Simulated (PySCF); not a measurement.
W(O)2(NH2)2 (H4N2O2W), SMILES [NH2][W]([NH2])(=[O])=[O], multiplicity 1.

Coordinates come from a B3LYP-D3(BJ)/def2-SVP optimisation. The multiplicity is an assumed one; other spin states were not compared. The def2 effective core potentials stand for the cores of W; spin–orbit coupling is left out. One conformer was computed; it need not be the lowest.

Computed with PySCF 2.14.0 with TDDFT-PBE/def2-SVPD.

Vertical excitations. Gas-phase values at a fixed geometry. State labels are in the subgroup C2v.

| state | symmetry | energy (eV) | λ (nm) | f | main pairs |
|---|---|---|---|---|---|
| S1 | B2 | 4.23 | 293 | 0.002 | HOMO→LUMO 98 % |
| S2 | B1 | 4.83 | 257 | 0.000 | HOMO−1→LUMO 99 % |
| S3 | A2 | 4.95 | 250 | 0.000 | HOMO−2→LUMO 100 % |
| S4 | B1 | 5.30 | 234 | 0.121 | HOMO→LUMO+1 86 % |
| S5 | B2 | 5.32 | 233 | 0.006 | HOMO−1→LUMO+1 92 % |
| S6 | B1 | 5.62 | 221 | 0.001 | HOMO→LUMO+2 97 % |
| S7 | A1 | 5.65 | 219 | 0.002 | HOMO−2→LUMO+1 51 %, HOMO→LUMO+3 47 % |
| S8 | A2 | 5.93 | 209 | 0.000 | HOMO→LUMO+4 100 % |
| S9 | A1 | 6.01 | 206 | 0.021 | HOMO→LUMO+3 49 %, HOMO−2→LUMO+1 40 % |
| S10 | B2 | 6.09 | 204 | 0.002 | HOMO−1→LUMO+2 98 % |
| T1 | B2 | 4.06 | 305 | 0 | HOMO→LUMO 98 % |
| T2 | B1 | 4.29 | 289 | 0 | HOMO→LUMO+1 96 % |
| T3 | B1 | 4.46 | 278 | 0 | HOMO−1→LUMO 96 % |
| T4 | A2 | 4.77 | 260 | 0 | HOMO−2→LUMO 99 % |
Triplets are in the Tamm–Dancoff approximation, which puts them higher than full response would, so one can lie above its singlet here.
